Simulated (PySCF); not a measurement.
AlCl2H3N, neutral, multiplicity 2. Atoms are numbered in the order given.

```xyz
7

Al     0.7247     0.0766     0.0000
Cl    -0.1984    -0.6201     1.8147
Cl    -0.1984    -0.6201    -1.8147
N     -0.2090     1.9146     0.0000
H     -1.2181     1.7398     0.0000
H      0.0030     2.4729    -0.8291
H      0.0030     2.4729     0.8291
```
Charge 0, spin multiplicity 2.

Coordinates come from a PBE0-D3(BJ)/def2-SVP optimisation. The geometry has at least one imaginary mode, so it is a saddle point at that level. The multiplicity is an assumed one; other spin states were not compared. The isomer is the one that the SMILES or the coordinates give; other isomers of the formula were not compared.

All values below come from PBE0-D3(BJ)/def2-SVP run with PySCF.

Frequencies are harmonic and unscaled.

```csv
mode,ν (cm⁻¹),IR (km/mol),moving atoms (share of kinetic energy)
1,59i,0.1,H 99 %
2,128,5.7,"N 39 %, Cl 29 %, H 25 %"
3,132,8.5,"Cl 67 %, Al 18 %, N 12 %"
4,179,12.1,"Al 34 %, Cl 33 %, N 18 %, H 15 %"
5,424,16.3,"N 40 %, Al 34 %, Cl 14 %, H 12 %"
6,442,40.4,"Al 46 %, Cl 40 %, N 9 %"
7,519,78.4,"Al 52 %, Cl 36 %, H 9 %"
8,647,55.1,"H 77 %, N 14 %, Al 9 %"
9,671,80.3,"H 71 %, N 15 %, Al 12 %"
10,1238,175.4,"H 83 %, N 17 %"
11,1605,30.1,H 95 %
12,1612,29.6,H 95 %
13,3470,17.7,H 98 %
14,3593,63.7,"H 92 %, N 8 %"
15,3616,57.5,"H 92 %, N 8 %"
```
